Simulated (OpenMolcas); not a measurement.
Au3+ (d8) among equal point charges was computed by CASSCF with the d shell active (OpenMolcas, ANO-RCC-VDZP on the metal). Its lowest spin-free states, and all those of the highest spin:

```csv
2S+1,Degeneracy,E (cm-1)
3,3,0.0
3,3,3321
3,1,7312
1,3,13297
1,2,14102
3,3,16537
1,3,20305
1,3,21898
1,1,22221
1,2,23298
1,1,49681
```

Q: Is the site octahedral, tetrahedral or cube-like, axial, or of lower symmetry?

A: The states with 2S+1 = 3 have orbital degeneracies 3, 3, 1, 3. Threefold states need a cubic site. For d8 at this spin an octahedron puts the single A2 below the threefold T2 and a tetrahedron or cube puts the threefold T1 below the threefold T2, so the site is a tetrahedron or a cube, which this pattern cannot tell apart. The run had Au3+ among 8 point charges of -0.96 e arranged as a cube (Oh), 2.04 Å from the ion.

An orbital triplet at a regular site is open to Jahn-Teller coupling, which can distort the site and quench the lowest spin-orbit gaps and is left out. Without dynamic correlation the repulsion within the d shell is too large (B by tens of per cent), so at a given field states of lower spin stand too high. Real 4d8 and 5d8 ions are as a rule square planar and diamagnetic. This is an electrostatic model: the charges have no orbitals. No measured value stands beside these numbers.
